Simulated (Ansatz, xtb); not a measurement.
**Ligand exchange: SnH3(CH3) + CH4S → SnH3(SH) + C2H6**

Gas-phase species: SnH3(CH3), singlet; CH4S (methanethiol) `CS`, singlet; SnH3(SH), singlet; C2H6 `CC`, singlet. The partners trade CH3 for SH: Sn–CH3 and C–SH bonds give way to Sn–SH and C–CH3.

Shapes, held fixed at every level: PBE0-D4/def2-TZVP. Programs: Ansatz 0.2.0, xtb 6.7.1. The zero-point and thermal change to 298 K, harmonic and unscaled (PBE0-D4/def2-TZVP), is +4.3 kJ/mol.

| level | kind | ΔH(298 K) (kJ/mol) | less CCSD(T)/def2-TZVPP |
| --- | --- | --- | --- |
| GFN2-xTB | semi-empirical | -129.9 | -50.4 |
| HF/def2-TZVPP | Hartree–Fock | -92.7 | -13.2 |
| SPW92/def2-TZVPP | LDA | -81.7 | -2.2 |
| r2SCAN0-D4/def2-TZVPP | global hybrid | -86.8 | -7.3 |
| wB97X-V/def2-TZVPP | range-separated hybrid | -82.3 | -2.8 |
| MP2/def2-SVP | perturbation theory | -95.8 | -16.3 |
| MP2/def2-TZVPP | perturbation theory | -80.1 | -0.6 |
| CCSD/def2-TZVPP | coupled cluster or CI | -80.8 | -1.3 |
| CCSD(T)/def2-TZVPP | coupled cluster or CI | -79.5 | 0.0 |

The highest level, CCSD(T)/def2-TZVPP, gives ΔH(298 K) = -79.5 kJ/mol; the levels span -129.9 to -79.5. The column of differences is taken from that level and isn't an error. No measured value is set beside it here. For atoms past krypton def2 sets carry core potentials with scalar relativity. Outer-core shells of Sn are correlated, in sets that cover them unevenly.
